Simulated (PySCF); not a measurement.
## Relaxation of singlet HTlS

All numbers come from PBE0/[Tl def2-TZVP with ECP60, S def2-TZVP, H def2-TZVP], scalar-relativistic core potentials, density fitting, no spin–orbit coupling, PySCF. A (50,194) grid was used.

A hand-made linear start, of C∞v symmetry, held to at least that symmetry:

```xyz
3
charge 0 multiplicity 1, angstrom
Tl    0.0000    0.0000    0.3096
S     0.0000    0.0000   -2.0504
H     0.0000    0.0000    2.0696
```

(1) What does it relax to?

(2) How much energy is released, and in how many steps?

Answers

(1) It ends at C∞v with Tl–H 1.670 Å, Tl–S 2.207 Å; H–Tl–S 180.0°. A frequency run shows a minimum.

(2) 24.1 kJ/mol in 4 steps.

Spin–orbit coupling, left out here, can matter for elements this heavy.

The relaxation took 18 s on 2 threads of a shared Intel Xeon Platinum 8375C @ 2.90GHz (Ice Lake) host, with 93 basis functions and 5 gradients; the process peaked at 0.52 GiB.
